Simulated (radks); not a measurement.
Species: the gold ion Au3+. Configuration: [Xe] 4f14 5d8. Calculated with a radial shooting solver on a logarithmic mesh with Libxc functionals: scalar-relativistic Kohn-Sham, BLYP, spin-polarised, spherical densities, finite nucleus; open shells are filled with parallel spins first (spin-orbit coupling, left out, can overturn this in heavy ions); Fermi nuclear charge, rms radius 5.4371 fm.

Radial electron density D(r) = 4 pi r^2 rho(r):

```
   r/bohr * D(r) (the largest magnitude, 148, reaches the edge; | marks zero)
 0.002421 |            *
 0.002796 |               *
 0.003255 |                  *
 0.003759 |                     *
 0.004377 |                        *
 0.005095 |                            *
 0.005884 |                               *
  0.00685 |                                  *
 0.007911 |                                     *
  0.00921 |                                       *
  0.01064 |                                        *
  0.01238 |                                        *
   0.0143 |                                       *
  0.01665 |                                     *
  0.01923 |                                    *
  0.02238 |                                   *
  0.02585 |                                    *
  0.03009 |                                        *
  0.03503 |                                             *
  0.04046 |                                                  *
   0.0471 |                                                     *
  0.05439 |                                                      *
  0.06332 |                                                   *
  0.07313 |                                               *
  0.08514 |                                           *
  0.09832 |                                          *
   0.1145 |                                             *
   0.1322 |                                                 *
   0.1539 |                                                  *
   0.1792 |                                            *
   0.2069 |                                   *
   0.2409 |                            *
   0.2782 |                           *
   0.3238 |                              *
    0.374 |                                *
   0.4354 |                              *
   0.5028 |                       *
   0.5854 |                *
    0.676 |           *
    0.787 |        *
   0.9089 |       *
    1.058 |      *
    1.232 |    *
    1.423 |   *
    1.656 | *
    1.913 |*
    2.227 |*
    2.572 *
    2.994 *
    3.457 *
    4.025 *
    4.648 *
    5.411 *
```

D(r) has 4 maxima, at r = 0.0112, 0.0523, 0.144, 0.374 bohr, and minima at 0.0217, 0.0930, 0.265 bohr, inside which lie 1.88, 11.00, 29.94 electrons.
